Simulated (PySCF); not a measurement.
C3H5NOSi, SMILES C=C[SiH2]OC#N.

Geometry: PBE-D3(BJ)/def2-SVP. This is a generated structure with no PubChem entry under its InChIKey; it may be hypothetical. The values are those of a single conformer.

All values below come from PBE-D3(BJ)/def2-SVP in PySCF.

Frequencies are harmonic and unscaled.

| mode | ν (cm⁻¹) | IR (km/mol) | Raman (Å⁴/amu) | depolarisation | moving atoms (share of kinetic energy) |
|---|---|---|---|---|---|
| 1 | 34 | 0.7 | 1.7 | 0.75 | O 59 %, N 27 % |
| 2 | 88 | 2.9 | 4.3 | 0.74 | N 33 %, C 22 %, Si 18 %, O 16 %, H 12 % |
| 3 | 102 | 0.3 | 6.0 | 0.75 | H 51 %, C 39 % |
| 4 | 171 | 1.4 | 1.5 | 0.37 | C 41 %, O 25 %, N 18 %, H 12 % |
| 5 | 381 | 8.9 | 3.0 | 0.72 | C 49 %, Si 23 %, H 20 % |
| 6 | 391 | 0.6 | 14.1 | 0.75 | H 88 %, C 11 % |
| 7 | 484 | 2.2 | 1.9 | 0.75 | C 72 %, N 17 %, O 9 % |
| 8 | 493 | 2.5 | 2.1 | 0.32 | C 73 %, N 14 %, Si 9 % |
| 9 | 638 | 32.8 | 14.0 | 0.14 | C 33 %, Si 27 %, O 22 %, H 15 % |
| 10 | 649 | 67.1 | 7.8 | 0.75 | H 73 %, Si 14 % |
| 11 | 683 | 24.2 | 6.5 | 0.75 | H 81 %, C 16 % |
| 12 | 692 | 33.8 | 4.6 | 0.51 | O 30 %, Si 28 %, C 21 %, H 17 % |
| 13 | 850 | 290.7 | 12.2 | 0.72 | H 80 %, Si 15 % |
| 14 | 933 | 98.6 | 22.5 | 0.68 | H 95 % |
| 15 | 960 | 22.2 | 0.1 | 0.75 | H 72 %, C 28 % |
| 16 | 978 | 35.8 | 2.9 | 0.59 | H 82 %, C 15 % |
| 17 | 996 | 15.7 | 0.0 | – | H 94 % |
| 18 | 1179 | 213.6 | 3.4 | 0.21 | O 64 %, N 30 % |
| 19 | 1231 | 0.6 | 9.2 | 0.22 | H 72 %, C 27 % |
| 20 | 1372 | 16.8 | 19.4 | 0.51 | H 85 %, C 15 % |
| 21 | 1621 | 7.3 | 15.6 | 0.13 | C 87 %, H 13 % |
| 22 | 2186 | 71.2 | 226.5 | 0.06 | H 98 % |
| 23 | 2192 | 95.8 | 89.5 | 0.75 | H 96 % |
| 24 | 2317 | 275.8 | 66.7 | 0.23 | C 66 %, N 31 % |
| 25 | 3061 | 5.5 | 75.9 | 0.32 | H 95 % |
| 26 | 3073 | 1.6 | 203.6 | 0.20 | H 92 %, C 8 % |
| 27 | 3160 | 2.1 | 89.1 | 0.65 | H 89 %, C 11 % |
